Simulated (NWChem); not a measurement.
# CF2InNO; SMILES [In]([F])([N]=C=O)[F]

```xyz
6

In    -0.0305     0.5498     0.0000
F     -1.9285     0.9482     0.0000
F      1.2037     2.0393     0.0000
N      0.6662    -1.3277     0.0000
C      0.2924    -2.4793     0.0000
O      0.0109    -3.6106     0.0000
```
Atoms are numbered in this order, from 1.

Level: PBE0/def2-SVP with def2 effective core potentials on In (NWChem), optimised geometry, unscaled harmonic frequencies. def2 effective core potentials on In; no spin-orbit coupling.

```
frequency (cm⁻¹)  IR intensity (km/mol)
----------------  ---------------------
41                                  0.2
49                                  2.2
126                                41.9
136                                21.5
143                                46.9
447                                30.2
622                                36.7
626                                25.8
645                                50.8
650                                57.2
1458                               21.0
2416                             1318.6
```

```json
{
  "zero_point_energy": "10.5 kcal/mol",
  "thermal correction to the enthalpy at 298.15 K (with zero-point energy)": "15.7 kcal/mol",
  "heat capacity Cv": "20.9 cal/(mol K)",
  "entropy at 298.15 K and 1 atm (symmetry number 1)": "91.2 cal/(mol K)"
}
```

Rigid rotor and harmonic oscillator; modes under 100 cm⁻¹ make the entropy uncertain.
